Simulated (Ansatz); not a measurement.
Geometry optimisation, Ansatz, RKS BLYP-D4/def2-SVP.

The input (input.yaml):

```yaml
crystal:
  periodic: [false, false, false]
  atoms:
    - { symbol: Ge, position_ang: [0.0, 0.0, 0.0] }
    - { symbol: H, position_ang: [0.0, 0.0, 1.9] }
    - { symbol: Cl, position_ang: [2.0935, 0.0, -0.7393] }
    - { symbol: H, position_ang: [-0.73, 1.2648, -0.5162] }
    - { symbol: H, position_ang: [-0.73, -1.2648, -0.5162] }
    - { symbol: Br, position_ang: [1.416, 2.1354, 0.8514] }
    - { symbol: H, position_ang: [0.5309, 0.8006, 1.9922] }
basis:
  gaussian: { orbitals: def2-SVP }
hamiltonian:
  xc: blyp
  dispersion: d4
relax:
  f_tol: 0.15
  max_steps: 25
  restrain:
    - { distance: [0, 5], at: 2.4, k: 30.0 }
    - { distance: [6, 1], at: 0.66, k: 30.0 }
    - { distance: [0, 1], at: 2.75, k: 30.0 }
    - { distance: [6, 5], at: 2.75, k: 30.0 }
```

Command:

```bash
$ ansatz run input.yaml --threads 2 --pin off --max-ram 3072MiB --backend cpu --events-out ev --progress --plain --runs-dir out
```

Question: Where does it end, and by what steps?

Answer: The run converged. The restraints hold the end off the free minimum. After 22 steps the energy has fallen by 3.428 eV (the restraints' own energy left out); H5 moved furthest, 1.38 Å. Joined: H2–H7 (0.97 → 0.72 Å).

| step | energy less start (eV) | largest force component (eV/Å) | accepted |
| --- | --- | --- | --- |
| 0 | 0.0000 | 2.788 | yes |
| 1 | -0.1299 | 2.445 | yes |
| 2 | -0.4579 | 3.477 | yes |
| 3 | -1.3755 | 2.753 | yes |
| 4 | -2.0710 | 1.901 | yes |
| 5 | -2.5409 | 1.309 | yes |
| 6 | -2.9143 | 1.086 | yes |
| 7 | -3.1819 | 1.183 | yes |
| 8 | -3.3168 | 1.279 | yes |
| 9 | -3.3100 | 1.846 | yes |
| 10 | -3.3139 | 1.833 | yes |
| 11 | -3.3295 | 1.657 | yes |
| 12 | -3.3609 | 1.435 | yes |
| 13 | -3.3918 | 0.480 | no |
| 14 | -3.3576 | 1.610 | yes |
| 15 | -3.3707 | 1.657 | yes |
| 16 | -3.4225 | 0.616 | no |
| 17 | -3.3867 | 1.604 | yes |
| 18 | -3.4028 | 1.507 | yes |
| 19 | -3.4185 | 1.535 | yes |
| 20 | -3.4223 | 1.455 | yes |
| 21 | -3.4251 | 1.423 | yes |
| 22 | -3.4275 | 1.711 | yes |

```xyz
7
Properties=species:S:1:pos:R:3
Ge 0.074 0.613 -0.368
H 0.723 -0.557 2.045
Cl 1.826 -0.654 -0.683
H -0.327 1.196 -1.747
H -1.037 -0.208 0.322
Br 0.639 2.469 1.018
H 0.683 0.076 2.385
```

Run time: 41 s on 2 threads of Arm Neoverse V1 (shared host), peak memory 0.13 GiB.
